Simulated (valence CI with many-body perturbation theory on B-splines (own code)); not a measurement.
Run record, Er62+

Computed by configuration interaction combined with many-body perturbation theory (CI+MBPT): four valence electrons over a frozen Dirac-Fock core [He], a basis of 6 s, 6 p, 5 d, 3 f, 1 g functions for each j, with the one-electron correlation potential Σ1 (screened to all orders), the two-electron term Σ2, the three-electron term Σ3, Breit, model QED; selected single and double excitations, second order for the rest, scaled by the run's own slope (own B-spline code, finite nucleus).

Command, and the settings that its task file holds:

```sh
python run_cv.py task.json out
```

```
atom Er  Z=68  mass_number=166  rms_radius_fm=5.2516
core [He]
valence 2s2 2p2
avg = 1
basis = S
breit = 1
cap = 20000
capref = 1200
cscale = 1
de = 0.0
dress = 0
eps = 2e-08
extrap = 1
h = 0.27
hh = 1
l2 = 3
lcore = 6
maxit = 60
n2 = 5
natural = 1
nlev = 30
nno = [3, 3, 3, 2, 1]
nroot = 26
nsp = [3, 3, 2, 1, 0]
pt2 = 1
qed = 1
rpa = 1
s1 = 1
s2 = 1
s3 = 1
screen = 1
tol = 2e-05
whole = 1
```

It took 8.3 s on 1 thread of Arm Neoverse V2, on a shared host.

Log. The first blocks belong to the next ion, which gives the ionisation energy. Fields: 2J, parity (1 odd), roots, reference size, generating configurations, candidates as configurations/state functions, variational space P, stored matrix elements, Davidson steps; e2 is the range of second-order energies in hartree. The first line gives the box (bohr), its intervals, the orbitals and the steps of their self-consistent field. Window is the range of levels sought, series limit the energy at which the first omitted orbital would enter, core excitation an estimate of the first excitation out of the core, left out the lowest levels not solved, and shifts from estimates the range by which levels moved from their first estimate, all in cm⁻¹.

```
rmax 0.9 intervals 53 orbitals 36 references ['2s2 2p2', '2s 2p3', '2p4'] scf 2 t 0.3
2J=1 par=1 roots 2 ref 40 generators 2 cand 653/925 P 539/806 nnz 0 it 0
2J=1 par=1 roots 2 ref 40 generators 2 cand 146/159 P 564/839 nnz 0 it 0
   second order: generators 2 cand 121/126 e2 -0.00000 -0.00000
reference levels 486, estimated 364, window 72426937 1/cm; series limit 94081240, core excitation 395228053
2J=0 par=0 roots 7 ref 32 generators 10 cand 1535/2332 P 2509/3701 nnz 9.8e+05 it 4
2J=0 par=0 roots 7 ref 32 generators 14 cand 1931/3431 P 2714/4037 nnz 1.1e+06 it 4
   second order: generators 16 cand 1909/3341 e2 -0.00001 -0.00000
2J=2 par=0 roots 7 ref 67 generators 12 cand 3286/11556 P 1707/5089 nnz 2.2e+06 it 4
2J=2 par=0 roots 7 ref 67 generators 17 cand 3408/13269 P 3017/9563 nnz 6.8e+06 it 5
   second order: generators 18 cand 2098/8795 e2 -0.00002 -0.00000
2J=4 par=0 roots 8 ref 73 generators 13 cand 4250/20628 P 1593/5198 nnz 2.5e+06 it 4
2J=4 par=0 roots 8 ref 73 generators 18 cand 3796/19143 P 3146/11994 nnz 1.1e+07 it 5
   second order: generators 18 cand 2243/12347 e2 -0.00003 -0.00000
2J=4 par=1 roots 8 ref 71 generators 12 cand 4289/20588 P 1497/5193 nnz 2.6e+06 it 5
2J=4 par=1 roots 8 ref 71 generators 14 cand 3878/19106 P 2981/11622 nnz 1e+07 it 5
   second order: generators 17 cand 2394/12677 e2 -0.00003 -0.00000
2J=2 par=1 roots 9 ref 66 generators 13 cand 3283/11602 P 1784/5183 nnz 2.3e+06 it 4
2J=2 par=1 roots 9 ref 66 generators 16 cand 2777/10125 P 3028/9577 nnz 6.8e+06 it 5
   second order: generators 20 cand 2142/8799 e2 -0.00002 -0.00000
2J=6 par=1 roots 3 ref 48 generators 6 cand 2772/14331 P 1256/3990 nnz 1.6e+06 it 4
2J=6 par=1 roots 3 ref 48 generators 7 cand 3006/16940 P 2349/8840 nnz 6.9e+06 it 5
   second order: generators 11 cand 2653/14759 e2 -0.00003 -0.00000
2J=0 par=1 roots 4 ref 25 generators 8 cand 2060/3255 P 2413/3640 nnz 9.5e+05 it 4
2J=0 par=1 roots 4 ref 25 generators 8 cand 1301/2139 P 2627/3988 nnz 1.1e+06 it 4
   second order: generators 10 cand 1232/2013 e2 -0.00001 -0.00000
2J=6 par=0 roots 2 ref 46 generators 5 cand 2891/14511 P 1224/3998 nnz 1.6e+06 it 4
2J=6 par=0 roots 2 ref 46 generators 7 cand 3128/17057 P 2217/8418 nnz 6.2e+06 it 5
   second order: generators 9 cand 2354/13658 e2 -0.00002 -0.00002
left out: unestimated 104346597, estimated 78251161, shifts from estimates 0 to 88
operators 0.1
```

The Davidson iterations converged.

The last digits are not significant, and no measured levels were compared; by estimate large intervals hold to a few tenths of a per cent, small ones and those within an open d or f shell to about a per cent.

```
Valence energy                            : -2311.889 hartree
Ionisation energy                         : 15147 eV (NIST: 15146 ± 15 eV (theoretical))
Reference configurations for the orbitals : 2s2 2p2, 2s 2p3, 2p4
Radial orbitals                           : 36
Box radius                                : 0.9265 bohr
Largest variational space                 : 11994
Lowest levels                             : (2s^2 2p1/2^2) J=0 0.0, (2s^2 2p1/2 2p3/2) J=1 955.0, (2s^2 2p1/2 2p3/2) J=2 972.9, (2s 2p1/2^2 2p3/2) J=2 1218.6, (2s 2p1/2^2 2p3/2) J=1 1297.8, (2s^2 2p3/2^2) J=2 1947.5, (2s^2 2p3/2^2) J=0 2003.3, (2s 2p1/2 2p3/2^2) J=2 [a] 2147.9, (2s 2p1/2 2p3/2^2) J=3 2190.4, (2s 2p1/2 2p3/2^2) J=0 2244.4, (2s 2p1/2 2p3/2^2) J=1 [a] 2264.9, (2s 2p1/2 2p3/2^2) J=2 [b] 2274.7, (2s 2p1/2 2p3/2^2) J=1 [b] 2278.5, (2p1/2^2 2p3/2^2) J=2 2554.0 eV
```

Levels are named by their leading jj configuration (3d3/2^4 stands for four electrons in 3d with j = 3/2), which in mixed levels can hold well under half, so a name can repeat and another be missing. Letters in brackets count levels of one name in rising energy.
